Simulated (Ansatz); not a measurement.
Reaction (substitution at a C–Si bond): `O=C(O)C[SiH3]` + CH₃OH → `COCC(=O)O` + SiH₄

Isolated molecules relaxed with PBE0-D4/def2-TZVP in Ansatz; ΔE leaves out vibrations. CCSD(T)/CBS adds triple-zeta CCSD(T) − MP2 to the extrapolated MP2 energy (def2 sets, frozen cores). This one scheme is used for every species. Functionals use def2-TZVPP. B3LYP here is the variant with VWN-RPA as its local correlation; programs differ in this. Each species was taken in one conformer, which may not be the lowest.

`O=C(O)C[SiH3]`:

Cartesian coordinates in Å:
```
O 1.447 -1.015 0.484
C 0.802 -0.088 0.898
O 1.083 0.518 2.064
C -0.377 0.518 0.203
Si -0.755 -0.356 -1.425
H 1.852 0.061 2.435
H -0.181 1.582 0.040
H -1.240 0.482 0.876
H -1.937 0.316 -2.030
H 0.392 -0.238 -2.358
H -1.085 -1.782 -1.188
```

CH₃OH:

```xyz
6

C    -0.091   -0.219    0.265
O     0.177    0.169   -1.062
H    -0.371   -1.273    0.240
H    -0.924    0.344    0.706
H     0.786   -0.115    0.916
H     0.424    1.095   -1.065
```

`COCC(=O)O`:

```xyz
12

C    -0.893    0.462   -1.360
O    -1.160    0.423    0.021
C    -0.032    0.604    0.809
C     0.909   -0.579    0.933
O     1.986   -0.501    1.456
O     0.413   -1.717    0.435
H    -0.246   -0.365   -1.673
H    -1.850    0.374   -1.873
H    -0.422    1.413   -1.643
H    -0.369    0.827    1.825
H     0.579    1.456    0.478
H     1.084   -2.396    0.592
```

SiH₄:

Z-matrix (Å, degrees):
```
Si
H 1 1.485
H 1 1.485 2 109.5
H 1 1.485 2 109.5 3 -120.0
H 1 1.485 2 109.5 3 120.0
```

```csv
level,ΔE (kJ/mol),difference from CCSD(T)/CBS
PBE-D4,72.0,-7.1
PBE0-D4,75.2,-3.9
B3LYP-D4,69.7,-9.4
ωB97M-V,74.9,-4.2
PBE,72.0,-7.1
PBE0,75.2,-3.9
B3LYP,69.3,-9.8
HF/def2-TZVPP,66.4,-12.7
MP2/def2-TZVPP,80.2,1.1
SCS-MP2/def2-TZVPP,75.0,-4.1
CCSD(T)/def2-TZVPP,73.5,-5.6
HF/def2-QZVPP,67.0,-12.1
MP2/def2-QZVPP,83.6,4.5
HF/CBS(def2),67.0,-12.1
MP2/CBS(def2),85.7,6.6
CCSD/CBS(def2),79.5,0.4
CCSD(T)/CBS,79.1,0
```

Largest T1 diagnostic among the species: 0.014.

In def2-TZVPP, CCSD(T) changes the Hartree–Fock value by +7.2 kJ/mol (the triples alone add −0.4 kJ/mol) and MP2 by +13.8 kJ/mol. From PBE to PBE0 (25 % exact exchange), in def2-TZVPP and without D4, ΔE moves by +3.2 kJ/mol.
